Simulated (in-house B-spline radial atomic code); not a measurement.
Orbital energies and mean radii along the 54-electron series, configuration [Kr] 4d10 4f8. The effective charge is n√(-2ε), a non-relativistic measure. Computed with a radial B-spline atomic code at the basis-set limit: non-relativistic Hartree-Fock, average of the configuration, point nuclei.

This level leaves out relativity, spin-orbit splitting included, which matters for heavy ions.

| ion | Z | energy of 3s (Eh) | mean radius of 3s (bohr) | energy of 3p (Eh) | mean radius of 3p (bohr) | energy of 2p (Eh) | mean radius of 2p (bohr) | energy of 4p (Eh) | mean radius of 4p (bohr) | effective charge of 3s |
| --- | --- | --- | --- | --- | --- | --- | --- | --- | --- | --- |
| Tm15+ | 69 | -88.871 | 0.23746 | -81.763 | 0.22764 | -331.76 | 0.078932 | -24.458 | 0.53438 | 39.996 |
| Yb16+ | 70 | ? | ? | ? | ? | ? | ? | ? | ? | ? |
| Lu17+ | 71 | -97.55 | 0.22963 | -90.144 | 0.21988 | -356.75 | 0.076539 | -28.279 | 0.51094 | 41.903 |
| Hf18+ | 72 | -102.07 | 0.22591 | -94.513 | 0.21619 | -369.63 | 0.075396 | -30.292 | 0.49992 | 42.863 |
| Ta19+ | 73 | ? | ? | ? | ? | ? | ? | ? | ? | ? |
| W20+ | 74 | -111.46 | 0.2188 | -103.6 | 0.20916 | -396.15 | 0.073208 | -34.52 | 0.47918 | 44.791 |

Fill in the row of Yb16+.

energy of 3s (Eh): -93.15; mean radius of 3s (bohr): 0.23348; energy of 3p (Eh): -85.894; mean radius of 3p (bohr): 0.2237; energy of 2p (Eh): -344.13; mean radius of 2p (bohr): 0.077717; energy of 4p (Eh): -26.334; mean radius of 4p (bohr): 0.52242; effective charge of 3s: 40.948.

Fill in the row of Ta19+.

energy of 3s (Eh): -106.71; mean radius of 3s (bohr): 0.2223; energy of 3p (Eh): -99; mean radius of 3p (bohr): 0.21262; energy of 2p (Eh): -382.76; mean radius of 2p (bohr): 0.074286; energy of 4p (Eh): -32.372; mean radius of 4p (bohr): 0.48934; effective charge of 3s: 43.826.

How does the screening of 3s change?

Z less the effective charge goes from 29.00 at Z = 69 to 29.21 at Z = 74.
